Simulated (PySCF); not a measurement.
In(AsH2)(F)2 (AsF₂H₂In), SMILES [In]([AsH2])([F])[F]. Atoms are numbered in the order given.

```xyz
6

In     0.6890    -0.0061     0.0000
As    -1.9039     0.0634     0.0000
H     -1.9102    -0.9993     1.1026
H     -1.9102    -0.9993    -1.1026
F      1.8271     0.0114    -1.6025
F      1.8271     0.0114     1.6025
```
Charge 0, spin multiplicity 1.

Geometry optimised at B3LYP-D3(BJ)/def2-SVP. The structure was generated by enumeration; whether it is a known compound was not checked. The def2 effective core potentials stand for the cores of In; spin–orbit coupling is left out.

These are PySCF with IEF-PCM-M06-2X/def2-SVP values and carry that method's errors.

The values are the electrostatic part of the solvation free energy, E(continuum) − E(gas) at the gas-phase geometry, in a cavity of scaled van der Waals radii (PySCF's table); cavitation and dispersion terms are not included. A continuum can't describe solvent molecules that bind to the metal. In vacuum the orbital gap is 7.94 eV. The dipole moment in vacuum is 4.16 D.

Computed values in water (ε = 78.36), benzene (ε = 2.27), N,N-dimethylformamide (ε = 37.22):
```tsv
solvent	ε	ΔG(elec) (kcal/mol)	dipole (D)	gap (eV)
water	78.36	-14.0	4.91	7.83
benzene	2.27	-6.4	4.56	7.90
N,N-dimethylformamide	37.22	-13.7	4.90	7.84
```
